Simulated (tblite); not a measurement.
Species: C6H6B2Cl2.
Atom-mapped SMILES: `[Cl:1][B:2]([Cl:3])[C:4]1=[CH:5][CH:6]=[CH:7][BH:8][CH:9]=[CH:10]1` (hydrogens: H11 on C5; H12 on C6; H13 on C7; H14 on B8; H15 on C9; H16 on C10)

Computed with GFN2-xTB (tblite), gas phase: L-BFGS steps from a force-field or distance-geometry start until the largest atomic force falls under 0.01 eV/Å.

Step 33: E = -747.3837 eV
```
atom  x, y, z in Å  |  force x, y, z in eV/Å
Cl1     2.6702   -2.1949    1.4358    0.063  -0.079   0.014
B2      2.4327   -1.0052    0.2147    0.061   0.008   0.035
Cl3     3.7907   -0.5032   -0.7043    0.074   0.086  -0.023
C4      1.0004   -0.4084   -0.0093    0.059   0.020  -0.008
C5      0.8949    0.9336   -0.3043   -0.020  -0.054  -0.060
C6     -0.2359    1.7573   -0.4816   -0.143   0.025   0.052
C7     -1.5437    1.4813   -0.2121   -0.090   0.041   0.087
B8     -2.1799    0.1676    0.2435    0.013   0.024   0.011
C9     -1.4080   -1.1495    0.1802   -0.116  -0.023   0.068
C10    -0.0650   -1.3495    0.1113   -0.151  -0.012   0.050
H11     1.8361    1.4595   -0.4177    0.058  -0.040  -0.034
H12     0.0029    2.7629   -0.8137    0.052   0.039   0.017
H13    -2.2109    2.3335   -0.3368    0.041  -0.083  -0.086
H14    -3.3004    0.1760    0.6126    0.122  -0.050  -0.088
H15    -1.9722   -2.0767    0.2703   -0.035   0.112   0.007
H16     0.2804   -2.3752    0.2001    0.011  -0.016  -0.041
```

Step 34: E = -747.3877 eV
```
atom  x, y, z in Å  |  force x, y, z in eV/Å
Cl1     2.6728   -2.2196    1.4072    0.071  -0.055   0.002
B2      2.4350   -1.0032    0.2127    0.031  -0.011  -0.013
Cl3     3.7960   -0.4721   -0.6918    0.032   0.067   0.020
C4      0.9979   -0.4140   -0.0147    0.077   0.047   0.018
C5      0.8948    0.9297   -0.3075   -0.035  -0.038  -0.077
C6     -0.2348    1.7569   -0.4859   -0.116   0.032   0.082
C7     -1.5433    1.4835   -0.2174   -0.074   0.012   0.079
B8     -2.1814    0.1699    0.2338    0.012  -0.020   0.013
C9     -1.4123   -1.1494    0.1850   -0.049  -0.033   0.070
C10    -0.0697   -1.3533    0.1148   -0.068   0.028   0.072
H11     1.8395    1.4532   -0.4144    0.011  -0.045  -0.045
H12     0.0003    2.7665   -0.8096    0.096   0.010   0.011
H13    -2.2082    2.3375   -0.3362    0.033  -0.071  -0.092
H14    -3.3023    0.1800    0.5966    0.082  -0.048  -0.074
H15    -1.9681   -2.0786    0.2945   -0.101   0.117  -0.003
H16     0.2761   -2.3779    0.2216   -0.003   0.007  -0.063
```

Problem. Estimate the geometry and energy of step 35. (The exact step hangs on the optimiser's Hessian estimate; all steps are aligned on step 34, rigid shifts and turns removed.)

Solution. E = -747.3910 eV, largest force 0.175 eV/Å
```
atom  x, y, z in Å  |  force x, y, z in eV/Å
Cl1     2.6775   -2.2342    1.3913    0.070  -0.022  -0.024
B2      2.4379   -1.0019    0.2120    0.002  -0.023  -0.046
Cl3     3.8003   -0.4509   -0.6844   -0.009   0.044   0.059
C4      0.9967   -0.4181   -0.0181    0.053   0.043   0.038
C5      0.8940    0.9264   -0.3108   -0.037  -0.015  -0.062
C6     -0.2358    1.7573   -0.4869   -0.036   0.023   0.088
C7     -1.5442    1.4854   -0.2188   -0.021  -0.015   0.051
B8     -2.1815    0.1716    0.2290    0.012  -0.045   0.012
C9     -1.4163   -1.1493    0.1894    0.035  -0.013   0.061
C10    -0.0743   -1.3560    0.1175    0.031   0.054   0.077
H11     1.8424    1.4469   -0.4131   -0.045  -0.043  -0.059
H12    -0.0003    2.7692   -0.8061    0.106  -0.022   0.013
H13    -2.2066    2.3390   -0.3387   -0.002  -0.035  -0.084
H14    -3.3012    0.1813    0.5855    0.009  -0.042  -0.048
H15    -1.9684   -2.0773    0.3093   -0.153   0.084  -0.005
H16     0.2722   -2.3804    0.2318   -0.015   0.027  -0.070
```

The energy changes by -0.0033 eV. The first-order estimate −F·Δx gives -0.0046 eV and the mean of the old and new forces, exact on a quadratic surface, -0.0033 eV. The step makes an angle of 74° with the force vector and moves no atom by more than 0.023 Å.

The cost below is that of the whole relaxation. Time: 0.54 s. Hardware: one thread of an AMD EPYC 9R45, no GPU, shared host with 96 logical CPUs at a one-minute load of 51.
